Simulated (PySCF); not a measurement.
# Electron correlation in Al⁺ (aluminium, charge +1)

[Ne] 3s1 3p1, 3s spin antiparallel (an excited configuration). Calculation: PySCF 2.14, in x2c-TZVPPall with one added diffuse shell each of s, p, d type (6s6p4d1f, 51 functions); the spin-free X2C one-electron Hamiltonian (Gaussian nucleus). Frozen: 1s2; 10 electrons correlated.

MP2 pair energies summed by pair of shells (mhartree):

```
 pair   energy  share (%)
2p-2p  -100.86       58.3
2s-2p   -28.79       16.6
3s-3p   -24.34       14.1
2p-3s    -8.69        5.0
2p-3p    -4.76        2.8
2s-2s    -4.01        2.3
2s-3s    -0.81        0.5
2s-3p    -0.65        0.4
```

Total MP2 correlation energy: -172.92 mhartree.

Same-spin part -43.38 and opposite-spin part -129.54 mhartree; SCS-MP2 scales them by 1/3 and 6/5 to -169.91 mhartree.

This basis was not built for core-valence correlation, so the inner-shell part is incomplete.
